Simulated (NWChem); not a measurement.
System: CHBr₂Cl; SMILES BrC(Br)Cl

Here is an NWChem input.

```
start job
memory heap 200 mb stack 900 mb global 1100 mb
geometry units angstroms noautoz
  Cl     2.084681    -0.092491     0.000000
  C      0.416975     0.502278     0.000000
  Br    -0.544414    -0.033718     1.615088
  Br    -0.544414    -0.033718    -1.615088
  H      0.437161     1.603975     0.000000
end
basis spherical
  * library 6-31g*
end
dft
  xc b3lyp
  iterations 150
  mulliken
end
task dft energy
```

Geometry: optimised at PBE-D3(BJ)/def2-SVP.

Task: What results follow from this input? (B3LYP/6-31G* (spherical d).) Quantities: energy (Ha); highest occupied level (eV); orbital gap (eV); dipole (D).

Result: The energy (Ha) is -5646.63 and the highest occupied level (eV) is -7.97. The orbital gap (eV) comes out as 5.90. The dipole (D) comes out as 1.13.
